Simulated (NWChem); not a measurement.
Molecule: C$_{2}$H$_{3}$BFN; SMILES FB(C#C)N

```xyz
8

C      0.0495     2.2966     0.0000
C      0.0472     1.0806     0.0000
B      0.0283    -0.4611     0.0000
N     -1.1697    -1.1742     0.0000
F      1.1861    -1.1335     0.0000
H      0.0606     3.3720     0.0000
H     -2.0733    -0.7233     0.0000
H     -1.1953    -2.1855     0.0000
```
Atoms are numbered in this order, from 1.

Program: NWChem. Pople sets run with spherical d functions. Medium grid unless said otherwise, to which SCAN and Minnesota functionals are sensitive. All runs use the structure optimised with PBE0/def2-SVP. Hybrids' shares of exact exchange are those that their runs print; pure functionals count as 0. The functionals differ in more than this share.

```
row                                 share of exact exchange  highest occupied level (eV)
----------------------------------  -----------------------  ---------------------------
PBE/6-31G*                                             0.00                        -6.28
LDA (Slater exchange, PW92)/6-31G*                     0.00                        -6.42
B3LYP/6-31G*                                           0.20                        -7.32
r2SCAN0/6-31G*                                         0.25                        -7.88
M06-2X/6-31G*                                          0.54                     withheld
```

Q: Fit a straight line of the last column on the one before it, predict the withheld value, and compare with the run.

A: 
1. Means of the 4 shown rows: x = 0.113, y = -6.975. Slope Σ(x − x̄)(y − ȳ)/Σ(x − x̄)² = -0.2953/0.05188 = -5.692; intercept -6.335.
2. The shown rows scatter about the line by 0.110 (root mean square); the largest residual is +0.15, at B3LYP/6-31G*.
3. At x = 0.54 (M06-2X/6-31G*; beyond the shown range) the line gives -9.41.
4. The run gives -8.95, +0.46 from the line, 4.2 times the scatter.
